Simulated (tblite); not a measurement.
Record of a relaxation.

C₄H₁₁AsSi.
Numbering: `[CH3:1][C@@H:2]1[SiH2:3][CH2:4][C@@H:5]1[AsH2:6]` (hydrogens: H7, H8, H9 on C1; H10 on C2; H11, H12 on Si3; H13, H14 on C4; H15 on C5; H16, H17 on As6)

Computed with GFN2-xTB (tblite), gas phase: L-BFGS steps from a force-field or distance-geometry start until the largest atomic force falls under 0.01 eV/Å. 6 of its 83 geometries are shown.

Step 0: E = -494.4964 eV, largest atomic force 3.296 eV/Å
```
atom  x, y, z in Å  |  force x, y, z in eV/Å
C1     -0.479   -1.514   -0.757   -0.838  -1.198  -0.222
C2     -0.705   -0.590    0.403   -1.158  -0.810   1.203
Si3    -1.580    0.939   -0.143   -1.844   1.050  -0.840
C4      0.167    1.513    0.049    0.259   0.972   0.828
C5      0.480    0.230    0.842    0.843   1.413   0.002
As6     2.141   -0.625    0.269    0.663  -3.107   0.877
H7     -1.361   -1.424   -1.453    1.083  -0.441   0.404
H8     -0.448   -2.546   -0.338    0.212   0.413  -0.747
H9      0.471   -1.275   -1.263   -0.670  -0.226  -0.090
H10    -1.240   -1.062    1.257    0.559  -0.336  -0.455
H11    -2.474    1.496    0.868   -0.118   0.073  -0.026
H12    -2.100    0.902   -1.510   -0.153   0.061   0.032
H13     0.721    1.588   -0.874    0.275   0.333  -0.081
H14     0.207    2.416    0.671    0.608   0.027  -0.464
H15     0.395    0.476    1.919    0.491  -0.404  -0.379
H16     3.316   -0.251    1.251   -0.366   1.033  -0.801
H17     2.483   -0.260   -1.201    0.155   1.146   0.758
```

Step 16: E = -495.9391 eV, largest atomic force 0.215 eV/Å
```
atom  x, y, z in Å  |  force x, y, z in eV/Å
C1     -0.571   -1.600   -0.768   -0.016  -0.131  -0.111
C2     -0.760   -0.611    0.380   -0.036  -0.096  -0.039
Si3    -1.589    1.035   -0.130   -0.106   0.058  -0.111
C4      0.256    1.501    0.068   -0.022  -0.070   0.107
C5      0.529    0.146    0.768    0.067   0.111   0.003
As6     2.248   -0.816    0.406   -0.111   0.073   0.133
H7     -1.450   -1.662   -1.406   -0.092   0.002   0.067
H8     -0.367   -2.605   -0.396    0.101   0.020   0.038
H9      0.266   -1.300   -1.404   -0.032   0.064   0.017
H10    -1.192   -1.135    1.233   -0.077  -0.048   0.017
H11    -2.570    1.625    0.783    0.129   0.000   0.132
H12    -2.196    1.041   -1.461    0.099   0.014  -0.091
H13     0.763    1.609   -0.897    0.031  -0.034   0.210
H14     0.509    2.354    0.700    0.032   0.023  -0.195
H15     0.516    0.323    1.852    0.001  -0.064  -0.006
H16     3.079    0.205    1.141   -0.036   0.016  -0.080
H17     2.521   -0.098   -0.880    0.066   0.062  -0.091
```

Step 33: E = -496.0129 eV, largest atomic force 0.129 eV/Å
```
atom  x, y, z in Å  |  force x, y, z in eV/Å
C1     -0.591   -1.626   -0.783    0.024  -0.004  -0.011
C2     -0.791   -0.630    0.349    0.030  -0.004   0.067
Si3    -1.560    1.043   -0.163    0.022   0.116  -0.037
C4      0.280    1.457    0.086    0.008   0.069   0.002
C5      0.499    0.104    0.793    0.044   0.096  -0.012
As6     2.265   -0.765    0.456   -0.073   0.044   0.037
H7     -1.536   -1.840   -1.282    0.028  -0.062   0.045
H8     -0.176   -2.563   -0.402    0.035   0.024  -0.046
H9      0.099   -1.220   -1.525   -0.008   0.002  -0.008
H10    -1.281   -1.131    1.184   -0.019  -0.119   0.046
H11    -2.428    1.630    0.857   -0.061   0.007  -0.016
H12    -2.095    1.147   -1.515   -0.059   0.007  -0.041
H13     0.832    1.523   -0.853    0.003  -0.007   0.006
H14     0.544    2.329    0.682    0.042   0.007   0.030
H15     0.452    0.265    1.878   -0.001  -0.059  -0.009
H16     3.005    0.380    1.098   -0.014  -0.051  -0.007
H17     2.478   -0.090   -0.872   -0.002  -0.066  -0.046
```

Step 49: E = -496.0456 eV, largest atomic force 0.059 eV/Å
```
atom  x, y, z in Å  |  force x, y, z in eV/Å
C1     -0.553   -1.601   -0.787   -0.009  -0.020  -0.028
C2     -0.797   -0.612    0.344   -0.008  -0.023  -0.001
Si3    -1.553    1.070   -0.176   -0.001   0.056  -0.018
C4      0.288    1.478    0.116   -0.016  -0.004  -0.006
C5      0.482    0.118    0.817    0.009   0.026   0.011
As6     2.215   -0.808    0.507    0.010  -0.006  -0.026
H7     -1.494   -2.010   -1.152   -0.011  -0.011   0.006
H8      0.072   -2.431   -0.438   -0.020   0.005  -0.016
H9     -0.043   -1.124   -1.624    0.002   0.036   0.027
H10    -1.297   -1.139    1.161   -0.004  -0.024   0.009
H11    -2.468    1.641    0.815    0.011   0.000   0.002
H12    -2.087    1.201   -1.530    0.019  -0.023  -0.011
H13     0.862    1.534   -0.812   -0.015   0.020   0.005
H14     0.555    2.345    0.720   -0.009  -0.047  -0.005
H15     0.415    0.263    1.903    0.007   0.007   0.025
H16     3.001    0.362    1.019    0.035   0.046   0.014
H17     2.396   -0.275   -0.891    0.000  -0.039   0.011
```

Step 66: E = -496.0498 eV, largest atomic force 0.023 eV/Å
```
atom  x, y, z in Å  |  force x, y, z in eV/Å
C1     -0.558   -1.586   -0.793    0.009  -0.009  -0.019
C2     -0.795   -0.616    0.356   -0.002  -0.017  -0.009
Si3    -1.553    1.065   -0.174    0.011   0.003  -0.002
C4      0.286    1.475    0.123   -0.004   0.013   0.002
C5      0.483    0.117    0.827   -0.010   0.001   0.000
As6     2.222   -0.805    0.539    0.015   0.002   0.005
H7     -1.500   -2.002   -1.147    0.018   0.006   0.008
H8      0.086   -2.412   -0.474   -0.019   0.009   0.009
H9     -0.070   -1.082   -1.627   -0.003   0.004   0.002
H10    -1.286   -1.155    1.170   -0.013  -0.004  -0.001
H11    -2.475    1.656    0.798    0.001  -0.005  -0.004
H12    -2.058    1.160   -1.543   -0.006  -0.001   0.004
H13     0.864    1.547   -0.799    0.003  -0.014   0.004
H14     0.543    2.336    0.738    0.006   0.012   0.002
H15     0.411    0.268    1.913    0.012  -0.001   0.002
H16     3.005    0.404    0.974    0.001   0.003  -0.005
H17     2.386   -0.358   -0.890   -0.019  -0.002   0.002
```

Step 82: E = -496.0505 eV, largest atomic force 0.008 eV/Å
```
atom  x, y, z in Å  |  force x, y, z in eV/Å
C1     -0.552   -1.581   -0.795   -0.001  -0.006   0.001
C2     -0.795   -0.616    0.356   -0.002  -0.001  -0.001
Si3    -1.550    1.066   -0.174   -0.005  -0.001  -0.001
C4      0.288    1.474    0.130    0.006  -0.001   0.001
C5      0.481    0.117    0.836    0.005   0.002   0.000
As6     2.224   -0.800    0.550   -0.003   0.001   0.001
H7     -1.493   -1.997   -1.153    0.003   0.003  -0.005
H8      0.089   -2.409   -0.475    0.003   0.001   0.005
H9     -0.062   -1.075   -1.627   -0.003  -0.003   0.007
H10    -1.292   -1.157    1.166    0.003  -0.005  -0.004
H11    -2.476    1.653    0.794    0.002   0.002   0.003
H12    -2.057    1.155   -1.543    0.003   0.007   0.001
H13     0.870    1.537   -0.791    0.001   0.003  -0.006
H14     0.549    2.338    0.740   -0.005   0.001   0.002
H15     0.405    0.267    1.921    0.003  -0.001   0.000
H16     3.006    0.422    0.945   -0.008   0.002   0.001
H17     2.361   -0.383   -0.890   -0.002  -0.005  -0.003
```

Task: Summarise the path.

Result: The energy falls by 149.94 kJ/mol from step 0 to step 82; nine tenths of that is first reached at step 14. It falls at every step. The largest force goes from 3.296 to 0.008 eV/Å. Among the bonds C2–Si3 changes most, from 1.845 to 1.918 Å; the atoms move by 0.383 Å rms after alignment.

The cost below is that of the whole relaxation. On one thread of an Arm Neoverse N1, shared host with 64 logical CPUs at a one-minute load of 60, this took 0.95 s.
